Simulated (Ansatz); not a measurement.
C4H4S, charge -1, doublet (typed; the unrestricted solution is spin-contaminated), geometry from GFN2-xTB (a state made from the parent by changing its charge; the spin is typed, not shown lowest) (a gas-phase anion, which may not be bound at this level); Ansatz (an electronic-structure program) with HF/def2-SVPD.

The Ansatz input:
Ansatz 0.2 input:
```yaml
crystal:
  periodic: [false, false, false]
  atoms:
    - {symbol: C, position_ang: [0.37858705, -1.40799270, 0.17076680]}
    - {symbol: C, position_ang: [-0.96397958, -1.08753912, 0.20720749]}
    - {symbol: C, position_ang: [-1.23029263, 0.24736622, -0.10972511]}
    - {symbol: S, position_ang: [0.27791884, 1.18476965, -0.17944570]}
    - {symbol: C, position_ang: [1.21958090, -0.29303038, 0.11664142]}
    - {symbol: H, position_ang: [0.77263208, -2.41463041, 0.26988164]}
    - {symbol: H, position_ang: [-1.76243806, -1.80491837, 0.36921296]}
    - {symbol: H, position_ang: [-2.13061493, 0.79473067, 0.13096781]}
    - {symbol: H, position_ang: [2.25034507, -0.28432037, -0.20827477]}
basis:
  gaussian:
    orbitals: def2-SVPD
hamiltonian:
  xc: hf
total_charge: -1
magnetization: {spin_polarized: true, initial_magnetization: 1}
```

What the program printed (banner, timings and long lists left out):

```
Functional definition: HF
1458 factors; their error is unknown
mean field evaluation 1: about -14990.8383 eV, gradient 1.6e1 eV
mean field evaluation 2: about -14992.8140 eV, gradient 5.5e0 eV
mean field evaluation 4: about -14993.1446 eV, gradient 1.0e0 eV
mean field evaluation 8: about -14993.1960 eV, gradient 1.6e-1 eV
mean field evaluation 16: about -14991.2498 eV, gradient 1.6e1 eV
mean field evaluation 32: about -14989.5197 eV, gradient 8.9e0 eV
mean field evaluation 64: about -14992.1385 eV, gradient 8.3e0 eV
mean field evaluation 96: about -14993.1451 eV, gradient 1.0e0 eV
mean field -14993.60953532 eV, -551.0049873894 hartree, gradient 1.9e-5 eV, S^2 0.860138; 2 other end points of the search recorded, 0 dependent functions left out
reference -14993.60953532 eV, -551.0049873894 hartree; 23, 22 occupied and 116, 117 virtual orbitals, 1458 factors
Total energy: -14993.60953532 eV, -551.0049873894 hartree
```
